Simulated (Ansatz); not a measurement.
Ansatz (a quantum-chemistry and plane-wave program) input:
A basis named .json is the Basis Set Exchange file of that set.

Ansatz 0.2 input:
```yaml
crystal:
  periodic: [false, false, false]
  atoms:
    - {symbol: I, position_ang: [-0.00000000, -0.00000000, -1.66521062]}
    - {symbol: I, position_ang: [0.00000000, 0.00000000, 1.66521062]}
basis:
  gaussian:
    orbitals: def2-TZVPPD.json
    fitting: {mean_field: def2-universal-jkfit, correlation: def2-TZVPPD-RIFIT.json}
magnetization: {spin_polarized: false}
correlation: {method: mp2, electrons: outside_noble_gas}
```

**Question.** What final total energy does it print?

**Answer.** -593.57062 Eh (RI-MP2/def2-TZVPPD). The basis has 118 functions.

This state (charge 0, singlet) is run at the relaxed geometry of the species with charge -1 and multiplicity 2.
